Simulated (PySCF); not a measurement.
**SnOBr: from structure and modes to constants**

All numbers come from UPBE0 in PySCF with Sn def2-TZVP with ECP28, O def2-TZVP, Br def2-TZVP; scalar-relativistic core potentials, no spin–orbit coupling; density-fitted integrals.

The doublet minimum has Cs symmetry. Masses (u): Sn 119.90220, O 15.99492, Br 78.91834.

```xyz
3
charge 0 multiplicity 2, angstrom
Sn   -0.5789    0.0000   -0.7190
O    -1.9999    0.0000    0.6551
Br    1.2906    0.0000    0.9648
```

Harmonic wavenumbers (cm⁻¹): 97.7 (a', ×1), 241.6 (a', ×1), 557.1 (a', ×1).

Question: Find the vibrational entropy and heat capacity at 298.15 K.

Answer: With u = 1.43878 ω/T, each mode gives S = R[u/(eᵘ−1) − ln(1−e⁻ᵘ)] and C = R u² eᵘ/(eᵘ−1)².
```csv
ω (cm⁻¹),u,S (J/(mol K)),C (J/(mol K))
97.7,0.471,14.64,8.16
241.6,1.166,7.49,7.43
557.1,2.688,2.22,4.70
```
The sums over all modes are S = 24.4 and C = 20.3 J/(mol K); the softest mode gives 60 % of the entropy.

Question: Give the standard entropy (298.15 K, 1 bar) by its translational, rotational, vibrational and spin parts, and Cp.

Answer: Sackur–Tetrode with M = 214.82 u gives 175.8; rotation with symmetry number 1 gives 113.8; vibration 24.4; spin R ln 2 = 5.8. The total is 319.7 J/(mol K), and Cp = 4 R + 20.3 = 53.6 J/(mol K).

Other isomers or separated fragments may lie lower. With an element this heavy the missing spin–orbit coupling can shift these numbers.
